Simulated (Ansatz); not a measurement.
CH4BCl3Si, SMILES `ClC[SiH2]B(Cl)Cl`. Total charge 0; spin multiplicity 1. The structure was optimised at the PBE0-D4/def2-TZVP level. It is one conformer, not always the lowest.

```xyz
10

Cl    1.173   -0.721    1.955
C    -0.481   -0.417    1.349
Si   -0.361    0.737   -0.137
B     0.744   -0.146   -1.577
Cl    1.749    0.784   -2.654
Cl    0.657   -1.874   -1.796
H    -0.913   -1.382    1.080
H    -1.059    0.009    2.168
H    -1.732    0.978   -0.678
H     0.224    2.032    0.290
```

(1) What is the dipole moment at B3LYP/def2-TZVPP? (Best estimate.)

(2) And with PBE, r2SCAN, ωB97M-V? (An estimate is asked.)

(3) Give the Mulliken charges with B3LYP, PBE, ωB97M-V in def2-TZVPP. (An estimate is asked.)

Answers

(1) The calculation gave: 1.69 D, with components (-1.67, 0.24, 0.03) D in this frame, pointing from negative to positive charge.

(2) The calculation gave: PBE 1.55 D, r2SCAN 1.71 D, ωB97M-V 1.70 D.

(3) Ansatz gave: 
```
atom  B3LYP    PBE  ωB97M-V
 Cl1  -0.16  -0.14    -0.12
  C2  -0.20  -0.19    -0.29
 Si3   0.17   0.09     0.11
  B4   0.23   0.21     0.13
 Cl5  -0.09  -0.07    -0.06
 Cl6  -0.10  -0.08    -0.06
  H7   0.13   0.13     0.15
  H8   0.14   0.14     0.16
  H9  -0.07  -0.06    -0.02
 H10  -0.06  -0.04     0.00
```

B3LYP here is the variant with VWN-RPA as its local correlation; programs differ in this.
